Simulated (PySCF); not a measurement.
Working out the excitation energy of Te

Te [Kr] 4d10 5s2 5p4 (3P) → Te [Kr] 4d10 5s1 5p5 (3P). Computed with PySCF 2.14 in x2c-TZVPPall (8s6p4d2f, 60 functions), with the spin-free X2C one-electron Hamiltonian (Gaussian nucleus). Frozen: [Kr] 4d10. Energies in hartree (1 hartree = 27.21139 eV):

```csv
part,Te (lower),Te (upper)
UHF,-6790.854375,-6790.486185
CCSD correlation,-0.097270,-0.155642
(T),-0.002821,-0.014041
```

Task: What does Hartree-Fock give?

Result: (-6790.486185) − (-6790.854375) = 0.368190 hartree = 10.019 eV.

Task: What do CCSD and CCSD(T) give?

Result: The CCSD correlation energies differ by -0.058372 hartree = -1.588 eV and the triples by -0.011220 hartree = -0.305 eV, so CCSD gives 8.431 eV and CCSD(T) 8.126 eV.

The coupled-cluster amplitudes are large, so a single reference is strained.
